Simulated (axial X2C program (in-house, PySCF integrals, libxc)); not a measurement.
# Low determinants of TaF⁺ at the PBE0 level, two-component

Computed with an in-house all-electron X2C program for linear molecules (integrals from PySCF). Two-component (2c) means X2C with spin–orbit coupling and atomic mean-field two-electron Coulomb and Gaunt terms. Basis: Ta dyall-cv3z [13s14p9d7f4g], F dyall-av3z [7s6p3d2f] (cores contracted in-house); Gaussian nuclei, density fitting, unrestricted open shells. Masses: Ta 180.948 u, F 18.998 u.

Search at 1.771 Å (vertical energies from the lowest determinant):

```csv
ΔE (eV),state,electrons beyond evenly filled partner blocks,"electrons in ±ω = 1/2, 3/2, 5/2, 7/2"
0.00,Ω = 3/2,"ω = 1/2, ω = -3/2, ω = 5/2",47 23 9 2
0.44,Ω = 3/2,ω = 3/2,48 23 8 2
0.78,Ω = 1/2,ω = 1/2,47 24 8 2
1.03,Ω = 5/2,ω = 5/2,48 22 9 2
1.17,Ω = 9/2,"ω = 1/2, ω = 3/2, ω = 5/2",47 23 9 2
1.22,Ω = 1/2,"2 × ω = -1/2, ω = 3/2",48 23 8 2
1.37,Ω = 1/2,"ω = -1/2, ω = -3/2, ω = 5/2",47 23 9 2
```

Lowest determinant, Ω = 3/2 (⟨Sz⟩ = 1.49, ⟨Lz⟩ = 0.01 at PBE0): Re = 1.765 Å, ωe = 813.5 cm⁻¹.

The determinant in row 2 of the search, Ω = 3/2 (⟨Sz⟩ = -1.46, ⟨Lz⟩ = 2.96 at PBE0), was followed along the bond at PBE0; measured from the minimum of the lowest determinant it gives:

Te = 0.404 eV (3257 cm⁻¹), Re = 1.813 Å, ωe = 763.1 cm⁻¹.

(1) Compare the bond of the determinant in row 2 with that of the lowest one.

The search compares states at one distance, so a state with another bond length can lie lower; it is not exhaustive and yields mostly the lowest determinant of each block pattern, so other components and higher states of one pattern are missing. These are energies of single determinants, not of spin-adapted states; PBE0 term energies can be off by some tenths of an eV, and the functional has no current term. Some points of a curve did not converge.

Results:

(1) At PBE0 its Re is 0.048 Å longer and its force constant, which goes as ωe², is 0.88 times that of the lowest determinant. T0 ≈ Te + Δωe/2 = 3257 + (-25) = 3232 cm⁻¹.
